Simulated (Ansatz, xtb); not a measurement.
# C4H11AlOSi: which of two isomers lies lower

We compare X, `CC1=C[SiH2][O+]([AlH3-])C1`, a singlet, with Y, `[SiH3][O][AlH][CH2]C1CC1`, a singlet. Both are isolated molecules in the gas phase, relaxed with PBE-D3(BJ)/def2-SVP, each in the lowest conformer that the search found.

Question: Estimate E(Y) − E(X) at the level CCSD(T)/def2-SVP + ΔMP2/def2-TZVPP.

Answer: Calculated at CCSD(T)/def2-SVP + ΔMP2/def2-TZVPP: E(Y) − E(X) = −111.3 kJ/mol, so structure Y lies lower.

How the difference moves with the method:

```csv
level,geometry,E(Y) − E(X) (kJ/mol),departure from the last row (kJ/mol),"job, with rough time for the two"
PBE-D3(BJ)/def2-SVP,PBE-D3(BJ)/def2-SVP,−96.6,+14.7,"optimisation, 93 s"
HF/def2-SVP,PBE-D3(BJ)/def2-SVP,−96.5,+14.8,part of the CCSD(T) run
MP2/def2-SVP,PBE-D3(BJ)/def2-SVP,−115.0,−3.7,part of the CCSD(T) run
CCSD(T)/def2-SVP,PBE-D3(BJ)/def2-SVP,−96.5,+14.8,single point
CCSD(T)/def2-SVP + ΔMP2/def2-TZVPP,PBE-D3(BJ)/def2-SVP,−111.3,,"single point, 1.9 min"
```

As drawn, Y has 1 C–Al, 2 C–C, 1 Si–H, 1 C–H in place of 1 C=C, 1 C–Si, 1 C–O, 2 Al–H. Structure X has a 5-membered ring, Y a 3-membered ring.

The levels shown agree on the order. The largest departure from CCSD(T)/def2-SVP + ΔMP2/def2-TZVPP is that of HF/def2-SVP, 14.8 kJ/mol. A small imaginary or near-zero mode remains, so no thermal terms are given. Levels run at GFN2-xTB geometries aren't shown. The last row adds to CCSD(T) the change of the MP2 difference between the two basis sets, here −14.8 kJ/mol, a large step that makes the value less sure.

The correlated steps freeze 15 core orbitals. Programs: Ansatz 0.2.0, xtb 6.7.1; the last row on 4 threads of Arm Neoverse V2 on a shared host.
